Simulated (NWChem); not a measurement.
Species: C₃H₃O₃, doublet; SMILES C1OC(=O)O[CH]1

```xyz
9

O     -0.0322    -1.9978    -0.0009
C     -0.0124    -0.8154    -0.0037
O      1.1254    -0.0583     0.0131
C      0.7964     1.2593    -0.0796
C     -0.6877     1.3562     0.0259
O     -1.0825    -0.0047    -0.0232
H      1.5429     1.9733     0.2650
H     -1.0432     1.8072     0.9732
H     -1.1638     1.9047    -0.8057
```
Atoms are numbered in this order, from 1.

All runs: NWChem. Pople sets run with spherical d functions. Spin-unrestricted. Geometry: optimised at PBE0/def2-SVP, spin-unrestricted. Not confirmed as a minimum by frequencies. No stability test was run on the SCF state.

Problem. What does the run give for TPSS/6-31G*? Quantities: highest occupied level (eV); lowest empty minus highest occupied level, either spin (eV); dipole (D); <S²>.

Solution. 
```
Item                                                         Result
-----------------------------------------------------------  ------
highest occupied level (eV)                                   -4.60
lowest empty minus highest occupied level, either spin (eV)    2.29
dipole (D)                                                     4.42
<S²>                                                          0.754
```
